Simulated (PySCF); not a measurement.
BrH3PbSi, SMILES [Pb]([Br])[SiH3] (connectivity only; charge and spin as stated), neutral, multiplicity 1.

Geometry: PBE-D3(BJ)/def2-SVP. The structure was generated by enumeration; whether it is a known compound was not checked. The def2 effective core potentials stand for the cores of Pb; spin–orbit coupling is left out.

Two levels are set side by side: PBE/def2-TZVPD (PySCF) and B3LYP/def2-TZVPD (PySCF). Same geometry, gas phase. Differences are taken from unrounded values.

```json
[
 {"quantity": "orbital gap (eV)", "B3LYP": "2.78", "PBE": "1.61", "PBE minus B3LYP": "-1.17"},
 {"quantity": "highest occupied level (eV)", "B3LYP": "-6.34", "PBE": "-5.59", "PBE minus B3LYP": "0.75"},
 {"quantity": "lowest empty level (eV)", "B3LYP": "-3.56", "PBE": "-3.98", "PBE minus B3LYP": "-0.42"},
 {"quantity": "dipole moment (D)", "B3LYP": "3.87", "PBE": "3.63", "PBE minus B3LYP": "-0.24"},
 {"quantity": "mean polarisability (bohr³)", "B3LYP": "110.3", "PBE": "113.0", "PBE minus B3LYP": "2.7"}
]
```

Without exact exchange PBE keeps part of each electron's self-repulsion, which lifts occupied levels and narrows the gap. Differences between two approximate levels are no errors against the true value.

Rough cost on one machine, each run with all the roots and properties that it gave: B3LYP against PBE within a factor of 2.
